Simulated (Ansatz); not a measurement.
Isomers of Mg$_{5}$Zn⁻ (doublet), relaxed with PBE/def2-SVPD; total energies from Ansatz at ωB97X-V/def2-TZVPD.

| isomer | description | energy (Eh) |
| --- | --- | --- |
| A | point group Cs; 5 × Mg–Mg 3.10 to 3.16 Å; 5 × Mg–Zn 2.81 to 2.90 Å | -2779.43400 |
| B | point group not assigned; 7 × Mg–Mg 3.11 to 3.14 Å; 3 × Mg–Zn 2.81 to 2.83 Å | -2779.43665 |

The isomers come from a short search, and lower ones may exist.

**Question.** Work out the relative energies (1 Eh = 2625.5 kJ/mol) and the Boltzmann populations at 500 K from electronic energies alone (R = 8.314 J/mol/K).

**Answer.** ΔE: A 7.0, B 0.0 kJ/mol. RT = 4.16 kJ/mol. Factors exp(−ΔE/RT): A 0.186, B 1; sum 1.186. Populations: A 15.7 %, B 84.3 %. Zero-point energy, vibrational entropy and symmetry numbers are left out and can shift these; an error of 4 kJ/mol changes a ratio by a factor of 2.6. Over the other density-functional and correlated levels in def2 sets, the gap between B and A ranges from -1 to 6 kJ/mol.
